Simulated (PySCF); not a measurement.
Geometry:
```csv
atom,x (Å),y (Å),z (Å)
C1,-1.821,-1.039,-0.033
Si2,-1.665,0.812,0.100
O3,-0.104,1.282,0.097
Si4,1.512,1.067,0.038
C5,1.960,-0.736,-0.099
H6,-2.876,-1.328,-0.028
H7,-1.332,-1.538,0.807
H8,-1.374,-1.408,-0.959
H9,-2.294,1.285,1.362
H10,-2.353,1.463,-1.047
H11,2.106,1.643,1.274
H12,2.042,1.809,-1.137
H13,1.595,-1.303,0.761
H14,3.047,-0.848,-0.140
H15,1.542,-1.181,-1.005
```

PySCF calculation with PBE0-D3(BJ)/def2-TZVP geometry and GIAO PBE0/pcSseg-2 shieldings; one conformer, in vacuum, non-relativistic, fast rotation and ring inversion assumed for equivalent nuclei.

Chemical shifts δ = σref − σ; 13C (σref 186.03), 1H (σref 31.52), 29Si (σref 342.20) vs TMS; 17O (σref 329.54) against H2O, all at this level.

```
               atoms  nucleus  count  δ (ppm)
      H9/H10/H11/H12       1H      4        ?
             Si2/Si4     29Si      2    -21.5
                  O3      17O      1     39.2
H6/H7/H8/H13/H14/H15       1H      6        ?
               C1/C5      13C      2      0.7
```

**Question.** Estimate the values marked ?.

**Answer.** 
- H9/H10/H11/H12: 5.27 ppm, hydrogen on a silicon bonded to C, O
- H6/H7/H8/H13/H14/H15: 0.28 ppm, hydrogen on a methyl carbon bonded to Si; an electropositive neighbour shields it, as in TMS itself

Shifts are as computed. Against solution values, carbons near 30 ppm lie about +3 ppm off and those near 130 ppm about +9 ppm. Of 1211 compounds with measured shifts, 218 miss one by over three times the rms of a fit or turn the order of signals round; such compounds aren't used in these exercises. Experimental scales use liquid or dissolved standards, which lie at an offset from isolated H2O (liquid H2O: subtract about 36 ppm).
